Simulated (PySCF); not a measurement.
# EPR parameters of C5H10NO

Species: C₅H₁₀NO (doublet state).
Geometry (GFN2-xTB, Å), atoms numbered from 1 in this order:
```
atom  x, y, z in Å
C1     2.0593    0.8306   -0.8423
C2     1.7514   -0.0789    0.2654
C3     0.4800   -0.8725   -0.1208
O4     0.5749   -1.9726   -0.6253
N5    -0.7086   -0.2610    0.0761
C6    -0.9088    1.0045    0.7389
C7    -1.9223   -0.9866   -0.2345
H8     1.5805    1.7883   -0.9273
H9     2.5692    0.4530   -1.7066
H10    1.5915    0.4383    1.2117
H11    2.5372   -0.8263    0.3820
H12   -1.8144    1.4638    0.3414
H13   -0.0802    1.6823    0.5596
H14   -1.0373    0.8717    1.8189
H15   -1.6456   -1.9378   -0.6839
H16   -2.5325   -0.4154   -0.9372
H17   -2.5013   -1.1693    0.6739
```

The hyperfine couplings belong to this conformer and change with its torsions.

Identity: `[CH2]CC(=O)N(C)C` [radical].

Method: UKS B3LYP, pcH-1 on C H N O, non-relativistic, mean-field spin-orbit, GIAO in PySCF 2.14.0. Isolated species at its GFN2-xTB geometry (one conformer only). The geometry wasn't refined by DFT: couplings that depend on bond lengths, twists or pyramidal angles can differ widely from those at the functional's own minimum. Stability of the SCF solution: not tested.

* g1, g2, g3: 2.00213, 2.00302, 2.00308
* g_iso: 2.00274
* Form of g: close to axial: the two nearest values differ by 7 % of g3 − g1
* ⟨S²⟩: 0.7540 (exact 0.7500)
* α and β electrons: 28, 27
* HOMO–LUMO gap, α and β orbitals: 6.33, 4.88 eV
* Total energy: -326.49908 Eh
* Basis functions: 275

Isotropic coupling and dipolar principal values T1 to T3, in MHz; ρ(0) is the spin density at the nucleus:

```json
{"atom": "C1", "isotope": "13C", "a_iso": "100.7", "T1": "-79.7", "T2": "-78.8", "T3": "158.5", "Mulliken spin population": "1.05", "ρ(0) (bohr⁻³)": "0.0896"}
{"atom": "C2", "isotope": "13C", "a_iso": "-31.6", "T1": "-3.1", "T2": "0.6", "T3": "2.6", "Mulliken spin population": "-0.08", "ρ(0) (bohr⁻³)": "-0.0281"}
{"atom": "C3", "isotope": "13C", "a_iso": "90.9", "T1": "-7.1", "T2": "-6.6", "T3": "13.8", "Mulliken spin population": "0.04", "ρ(0) (bohr⁻³)": "0.0809"}
{"atom": "O4", "isotope": "17O", "a_iso": "-1.4", "T1": "-11.4", "T2": "3.8", "T3": "7.5", "Mulliken spin population": "0.02", "ρ(0) (bohr⁻³)": "0.0023"}
{"atom": "N5", "isotope": "14N", "a_iso": "1.2", "T1": "-1.1", "T2": "-0.7", "T3": "1.8", "Mulliken spin population": "0.01", "ρ(0) (bohr⁻³)": "0.0036"}
{"atom": "C6", "isotope": "13C", "a_iso": "0.0", "T1": "-0.6", "T2": "-0.2", "T3": "0.8", "Mulliken spin population": "0.00", "ρ(0) (bohr⁻³)": "0.0000"}
{"atom": "C7", "isotope": "13C", "a_iso": "0.7", "T1": "-0.6", "T2": "-0.3", "T3": "0.9", "Mulliken spin population": "0.00", "ρ(0) (bohr⁻³)": "0.0006"}
{"atom": "H8", "isotope": "1H", "a_iso": "-59.1", "T1": "-38.2", "T2": "-0.4", "T3": "38.7", "Mulliken spin population": "-0.04", "ρ(0) (bohr⁻³)": "-0.0132"}
{"atom": "H9", "isotope": "1H", "a_iso": "-60.0", "T1": "-38.2", "T2": "-0.4", "T3": "38.6", "Mulliken spin population": "-0.04", "ρ(0) (bohr⁻³)": "-0.0134"}
{"atom": "H10", "isotope": "1H", "a_iso": "45.2", "T1": "-4.6", "T2": "-4.3", "T3": "8.9", "Mulliken spin population": "0.02", "ρ(0) (bohr⁻³)": "0.0101"}
{"atom": "H11", "isotope": "1H", "a_iso": "33.1", "T1": "-5.0", "T2": "-4.1", "T3": "9.1", "Mulliken spin population": "0.01", "ρ(0) (bohr⁻³)": "0.0074"}
{"atom": "H12", "isotope": "1H", "a_iso": "1.8", "T1": "-1.2", "T2": "-0.9", "T3": "2.1", "Mulliken spin population": "0.00", "ρ(0) (bohr⁻³)": "0.0004"}
{"atom": "H13", "isotope": "1H", "a_iso": "0.3", "T1": "-3.2", "T2": "-2.8", "T3": "6.0", "Mulliken spin population": "0.00", "ρ(0) (bohr⁻³)": "0.0001"}
{"atom": "H14", "isotope": "1H", "a_iso": "0.2", "T1": "-1.2", "T2": "-1.0", "T3": "2.2", "Mulliken spin population": "0.00", "ρ(0) (bohr⁻³)": "0.0000"}
{"atom": "H15", "isotope": "1H", "a_iso": "-0.2", "T1": "-1.1", "T2": "-0.8", "T3": "1.9", "Mulliken spin population": "0.00", "ρ(0) (bohr⁻³)": "0.0000"}
{"atom": "H16", "isotope": "1H", "a_iso": "2.6", "T1": "-0.9", "T2": "-0.6", "T3": "1.6", "Mulliken spin population": "0.00", "ρ(0) (bohr⁻³)": "0.0006"}
{"atom": "H17", "isotope": "1H", "a_iso": "0.6", "T1": "-0.8", "T2": "-0.7", "T3": "1.6", "Mulliken spin population": "0.00", "ρ(0) (bohr⁻³)": "0.0001"}
```

Largest spin populations (Mulliken): C1 (+1.05) and C2 (-0.08). No atom but C1 exceeds +0.15. The angles at C1 add up to 358.2°, so it is nearly planar; its axial dipolar tensor and the negative couplings of its protons fit spin in a p orbital normal to that plane.

Axes: g3 points within 9° of the C1–H8 bond.

Under fast tumbling the dipolar parts average out, and these isotropic splittings remain: 2 × 1H (H8/H9, I = 1/2, 3 lines) with 2.12 mT, 2 × 1H (H10/H11, I = 1/2, 3 lines) with 1.40 mT, 1 × 14N (N5, I = 1, 3 lines) with 0.04 mT and 3 × 1H (H15/H16/H17, I = 1/2, 4 lines) with 0.04 mT.

Means are taken over nuclei equivalent by connectivity, which assumes that they swap fast. C6 and C7, with what hangs on them, aren't averaged: N5 is flat or nearly so (angle sum 359°), and its turn about the short N5–C3 bond (1.35 Å) is taken as slow. The 1H value of +39.2 MHz is a mean of couplings from 33.1 to 45.2 MHz in this one geometry, not an average over conformers.

The 13C coupling of C1 (100.7 MHz) shows only in satellite lines or after enrichment, since that isotope makes up about 1.07 % of natural carbon.
